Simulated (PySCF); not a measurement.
**Working with the constants of HgB⁺**

RHF-CCSD(T) constants of HgB⁺, ¹Σ⁺ (singlet), closed shell (Hg cc-pVDZ-PP with ECP60, B cc-pVDZ; scalar-relativistic core potentials (PySCF 2.14); masses 201.9706 and 11.0093 u):

```
ωe              : 294.1 cm⁻¹
ωexe            : 2.06 cm⁻¹
Be              : 0.28352 cm⁻¹
αe              : 0.00341 cm⁻¹
D (centrifugal) : 1.05e-06 cm⁻¹
De to Hg + B⁺   : 1.13 eV
```

Q: Give the band origin of the fundamental and the first lines of its P and R branches.

A: ν0 = ωe − 2ωexe = 290.0 cm⁻¹, B0 = 0.28181, B1 = 0.27841 cm⁻¹.

```
J″  P(J″) − ν0  R(J″) − ν0
 0                   0.557
 1      -0.564       1.107
 2      -1.134       1.650
 3      -1.711       2.186
 4      -2.295       2.715
 5      -2.886       3.238
 6      -3.483       3.753
```

Q: Near which J would the R branch turn back, without centrifugal distortion?

A: At J ≈ (B0 + B1)/(2(B0 − B1)) − 1 ≈ 81.

Correlated steps freeze 1 core orbital. Correlated levels converge slowly with the basis: in double zeta they bind strong bonds too weakly, by up to about 1 eV, and carry superposition errors of some tenths. Spin–orbit coupling is left out. For an ion De counts to the pair picked by the measured ionisation energies or electron affinities, which need not be the lowest pair at this level.
